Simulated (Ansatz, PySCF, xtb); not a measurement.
Complex: HCl (SMILES Cl) (first 2 atoms) with CH5N (SMILES CN); geometry from B3LYP-D3(BJ)/def2-TZVP.
(charge 0, multiplicity 1):
```xyz
9

Cl     0.97051     1.14428     0.16513
H      0.76778     0.40122     1.31595
C     -0.83772     0.19053     3.14874
N      0.42222    -0.37232     2.64466
H     -1.60569     0.06835     2.38621
H     -0.70263     1.25844     3.31447
H     -1.18094    -0.27316     4.07714
H      0.33686    -1.36270     2.44598
H      1.17777    -0.25427     3.31012
```

Counterpoise-corrected where a basis set is named; no monomer relaxation. Rows marked so take none.

Rows in 6-31G* carry no dispersion term and start afresh at each structure (6-31G* with six Cartesian d functions).

Run with Ansatz (Gaussian orbitals); PySCF for 6-31G* rows, the dispersion terms; xtb for the GFN methods. Each number belongs to the level named beside it.

Task: One of these levels gives -8.52 kcal/mol for the interaction energy. Name it.
A) HF/aug-cc-pV(D+d)Z
B) BP86/6-31G* (no counterpoise)
C) GFN-FF
D) PBE0-D4/def2-TZVPPD

Result: A, HF/aug-cc-pV(D+d)Z. The others give -3.24 (GFN-FF), -18.56 (BP86/6-31G* (no counterpoise)), -16.16 (PBE0-D4/def2-TZVPPD)

Ansatz is a quantum-chemistry and plane-wave program.
